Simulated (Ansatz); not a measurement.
```xyz
8

C     1.3179    0.3980    0.1184
O     0.4360   -0.6632    0.4282
In   -1.4537   -0.5931   -0.0680
F    -2.0483    1.0871   -0.8354
Cl   -2.9805   -2.2657    0.2248
H     2.1307    0.3795    0.8504
H     1.7530    0.2722   -0.8793
H     0.8448    1.3852    0.1610
```

Total charge 0; spin multiplicity 1. In takes the def2 core potential.

**Question.** List the PBE/def2-TZVPP orbital energies in eV (the Gaussian-basis code of Ansatz). (Estimate.)

**Answer.** The calculation gave: Occupied: -2739.28, -658.80, -510.69, -270.28, -249.82, -190.53, -190.35, -190.33, -123.02, -80.80, -80.53, -80.48, -27.81, -25.13, -21.08, -19.92, -19.91, -19.86, -19.66, -19.13, -16.51, -12.09, -10.99, -10.86, -10.44, -9.36, -8.85, -8.59, -8.20, -8.08, -7.25, -6.78. Lowest empty: -3.51, -1.95, -0.04, 0.22, 1.38, 1.50, 1.95, 2.25.
